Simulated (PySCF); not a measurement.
C2H2N3, charge -1, multiplicity 1. Atoms are numbered in the order given.

```xyz
7

C      0.0000     1.0327     0.3225
N      0.0000     0.0000     1.1872
C      0.0000    -1.0327     0.3225
N      0.0000    -0.6773    -0.9611
N      0.0000     0.6773    -0.9611
H      0.0000     2.0794     0.6372
H      0.0000    -2.0794     0.6372
```
Charge -1, spin multiplicity 1.

Geometry: PBE0-D3(BJ)/def2-SVPD. The spin state was assumed, not searched. The isomer is the one that the SMILES or the coordinates give; other isomers of the formula were not compared.

All values below come from M06-2X/def2-SVPD (PySCF).

| Item | Result |
|---|---|
| total energy | -241.42476 hartree |
| point group | C2v |
| highest occupied level | -2.60 eV |
| lowest empty level | 5.59 eV |
| orbital gap | 8.19 eV |
| dipole moment about the centre of nuclear charge | 1.47 D |
| mean static polarisability | 47.1 bohr³ (6.98 Å³) |
| polarisability, principal values | 32.2, 50.4, 58.8 bohr³ |
